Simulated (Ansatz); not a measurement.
`[BH2][Al]([CH3])[CH3]` and `[CH3][Al]([CH3])[CH2]Cl` differ in one atom or group.

Ansatz, PBE0-D4/def2-TZVP geometries, multiplicity 1. Each molecule was computed in one conformer, which needn't be the lowest.

```
                               property  `[BH2][Al]([CH3])[CH3]`
      HOMO energy (PBE/def2-TZVPP) / eV                    -5.81
    HOMO–LUMO gap (PBE/def2-TZVPP) / eV                     2.74
HOMO–LUMO gap (ωB97M-V/def2-TZVPP) / eV                     8.98
     LUMO energy (PBE0/def2-TZVPP) / eV                    -2.06
      LUMO energy (PBE/def2-TZVPP) / eV                    -3.06
  LUMO energy (ωB97M-V/def2-TZVPP) / eV                    -0.15
```

Q: What does the change do to each property? (An estimate is asked.)

A: The calculation gave: 
```csv
property,`[CH3][Al]([CH3])[CH2]Cl`,shift
HOMO energy (PBE/def2-TZVPP) / eV,-6.33,-0.52
HOMO–LUMO gap (PBE/def2-TZVPP) / eV,5.11,2.37
HOMO–LUMO gap (ωB97M-V/def2-TZVPP) / eV,11.17,2.19
LUMO energy (PBE0/def2-TZVPP) / eV,-0.27,1.79
LUMO energy (PBE/def2-TZVPP) / eV,-1.22,1.84
LUMO energy (ωB97M-V/def2-TZVPP) / eV,1.31,1.46
```

With PBE0 the HOMO falls by 0.64 eV and the LUMO rises by 1.79 eV, so the gap widens by about 2.43 eV. PBE moves the HOMO by -0.52 eV and ωB97M-V by -0.73 eV.
